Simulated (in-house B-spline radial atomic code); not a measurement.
Whole-atom quantities along the 19-electron series, configuration 1s2 2s2 2p6 3s2 3p6 3d3/2(1). Breit and QED terms are first order and not part of the total energy; the density at the nucleus is averaged over the nuclear charge. Computed with a B-spline radial code for spherical atoms: Dirac-Hartree-Fock, jj configuration that fills j = l - 1/2 first, finite nuclei.

| ion | Z | E/Z² (Eh) | Σ<r²> (bohr²) | n(0)/Z³ (bohr⁻³) | Lamb diamagnetic shielding (ppm) | repulsion over attraction | Breit energy (eV) | self-energy (eV) | vacuum polarisation (eV) |
| --- | --- | --- | --- | --- | --- | --- | --- | --- | --- |
| Eu44+ | 63 | -2.3101 | 0.59736 | 2.1737 | 5755.06 | 0.05683 | 238.77 | 208.23 | -32.133 |
| Gd45+ | 64 | ? | ? | ? | ? | ? | ? | ? | ? |
| Tb46+ | 65 | -2.3267 | 0.55252 | 2.3372 | 5991.48 | 0.055004 | 264.59 | 233.51 | -37.088 |
| Dy47+ | 66 | -2.335 | 0.53186 | 2.4016 | 6111.51 | 0.054128 | 278.21 | 247.02 | -39.788 |
| Ho48+ | 67 | -2.3433 | 0.51226 | 2.4924 | 6232.98 | 0.053273 | 292.33 | 261.16 | -42.674 |
| Er49+ | 68 | -2.3515 | 0.49365 | 2.5781 | 6355.81 | 0.05244 | 306.95 | 275.93 | -45.735 |
| Tm50+ | 69 | -2.3598 | 0.47596 | 2.6793 | 6480.12 | 0.051627 | 322.1 | 291.37 | -48.997 |
| Yb51+ | 70 | -2.3681 | 0.45914 | 2.7681 | 6605.86 | 0.050834 | 337.77 | 307.51 | -52.447 |
| Lu52+ | 71 | ? | ? | ? | ? | ? | ? | ? | ? |
| Hf53+ | 72 | -2.3847 | 0.42787 | 2.9814 | 6862.15 | 0.049303 | 370.77 | 341.98 | -60.026 |
| Ta54+ | 73 | -2.393 | 0.41332 | 3.0991 | 6992.79 | 0.048564 | 388.12 | 360.38 | -64.175 |
| W55+ | 74 | -2.4014 | 0.39944 | 3.2208 | 7125.16 | 0.047841 | 406.06 | 379.59 | -68.58 |
| Re56+ | 75 | -2.4098 | 0.38619 | 3.3514 | 7259.36 | 0.047134 | 424.6 | 399.66 | -73.26 |
| Os57+ | 76 | ? | ? | ? | ? | ? | ? | ? | ? |
| Ir58+ | 77 | -2.4268 | 0.36141 | 3.6281 | 7533.44 | 0.045764 | 463.55 | 442.46 | -83.503 |
| Pt59+ | 78 | -2.4353 | 0.34982 | 3.7757 | 7673.48 | 0.045101 | 483.99 | 465.29 | -89.102 |
| Au60+ | 79 | -2.444 | 0.33872 | 3.9352 | 7815.66 | 0.044451 | 505.1 | 489.11 | -95.055 |

Problem. Fill in the row of Gd45+.

Solution. E/Z² (Eh): -2.3184; Σ<r²> (bohr²): 0.57433; n(0)/Z³ (bohr⁻³): 2.2453; Lamb diamagnetic shielding (ppm): 5872.61; repulsion over attraction: 0.055905; Breit energy (eV): 251.44; self-energy (eV): 220.58; vacuum polarisation (eV): -34.529.

Problem. Fill in the row of Lu52+.

Solution. E/Z² (Eh): -2.3764; Σ<r²> (bohr²): 0.44312; n(0)/Z³ (bohr⁻³): 2.8651; Lamb diamagnetic shielding (ppm): 6733.16; repulsion over attraction: 0.05006; Breit energy (eV): 353.99; self-energy (eV): 324.37; vacuum polarisation (eV): -56.116.

Problem. Fill in the row of Os57+.

Solution. E/Z² (Eh): -2.4183; Σ<r²> (bohr²): 0.37352; n(0)/Z³ (bohr⁻³): 3.4799; Lamb diamagnetic shielding (ppm): 7395.38; repulsion over attraction: 0.046442; Breit energy (eV): 443.75; self-energy (eV): 420.6; vacuum polarisation (eV): -78.22.

Problem. With what power of Z does the column «Σ<r²> (bohr²)» change over this range?

Solution. A fit of the logarithm of its size against log Z from Z = 63 to 79 has slope -2.51. Unscreened non-relativistic hydrogenic orbitals would give -2.
